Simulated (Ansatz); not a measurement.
`FC([SiH3])[SeH]` + H₂O → `OC(F)[SeH]` + SiH₄  (formal hydrolysis of a C–Si bond)

Computed with Ansatz on PBE0-D4/def2-TZVP structures; ΔE is electronic, products minus reactants. CCSD(T)/CBS is the MP2 limit (def2-TZVPP, def2-QZVPP) plus CCSD(T) − MP2 in def2-TZVPP, frozen cores. This one scheme is used for every species. DFT in def2-TZVPP. B3LYP here is the variant with VWN-RPA as its local correlation; programs differ in this. For Se outer-core shells are correlated without core-valence functions, which leaves a few kJ/mol of doubt a bond. Scalar relativity is left out up to krypton. Each species was taken in one conformer, which may not be the lowest.

`FC([SiH3])[SeH]`:

Cartesian coordinates in Å:
```
F 1.460 0.304 1.264
C 0.691 0.592 0.148
Si -1.044 -0.155 0.323
Se 1.551 0.009 -1.494
H 0.649 1.681 0.044
H -1.895 0.384 -0.766
H -1.616 0.211 1.644
H -0.933 -1.631 0.212
H 1.137 -1.396 -1.375
```

H₂O:

Z-matrix (Å, degrees):
```
O
H 1 0.960
H 1 0.960 2 105.1
```

`OC(F)[SeH]`:

Z-matrix (Å, degrees):
```
C
F 1 1.369
Se 1 1.981 2 108.5
O 1 1.357 2 111.5 3 -121.6
H 1 1.089 2 108.0 3 119.7
H 3 1.467 1 94.0 2 34.6
H 4 0.965 1 108.9 2 66.8
```

SiH₄:

```xyz
5

Si    0.000    0.000    0.000
H    -0.088    1.479   -0.095
H     0.010   -0.583   -1.365
H    -1.171   -0.518    0.752
H     1.249   -0.377    0.708
```

Is it downhill or uphill in electronic energy at CCSD(T)/CBS, and by how much? (An estimate is asked.)

Computed: Uphill: ΔE = +0.39 eV.

What do these levels give: PBE-D4, PBE0-D4, B2PLYP, B3LYP, HF/def2-TZVPP, SCS-MP2/def2-QZVPP? (An estimate is asked.)

Computed: PBE-D4 0.26, PBE0-D4 0.27, B2PLYP 0.24, B3LYP 0.19, HF/def2-TZVPP 0.10, SCS-MP2/def2-QZVPP 0.36 eV.

Largest T1 diagnostic among the species: 0.011.

The D4 term adds +0.07 eV with B3LYP and +0.04 eV with PBE0; it sums over pairs of atoms, weighted by their polarisabilities, and B3LYP, whose exchange is more repulsive, gets the larger term. In def2-TZVPP, CCSD(T) changes the Hartree–Fock value by +0.18 eV (the triples alone add +0.01 eV) and MP2 by +0.25 eV.
